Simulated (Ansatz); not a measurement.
The cluster Rb₄⁻. Charge -1, multiplicity 2. Geometry PBE/def2-TZVPD; atoms count from 1.

```xyz
4

Rb    0.459   -2.333    0.714
Rb   -0.477    2.326   -0.730
Rb    2.792   -0.356   -3.012
Rb   -2.773    0.363    3.027
```

In the def2 sets Rb takes a core potential; there is no spin–orbit coupling. The structure comes from a short search, and lower isomers may exist.

Estimate the Mulliken populations from the PBE0/def2-TZVPD orbitals of Ansatz.


```csv
atom,charge (e),spin (α − β)
Rb1,0.13,0.55
Rb2,0.13,0.56
Rb3,-0.63,-0.14
Rb4,-0.64,0.03
```
Mulliken values and Mayer orders depend strongly on the basis. With diffuse functions, as here, like atoms can get unlike values, and bond orders can come out too low or too high.

Where does the spin sit?

Summed by element: Rb 1.00, of 1 unpaired in all. Largest on single atoms: Rb2 0.56, Rb1 0.55, Rb3 -0.14.

And the Mayer bond orders between bonded heavy atoms (over 0.3)?

Rb1–Rb3 0.40 (4.82 Å); Rb1–Rb4 0.43 (4.80 Å); Rb2–Rb3 0.40 (4.80 Å); Rb2–Rb4 0.42 (4.82 Å).
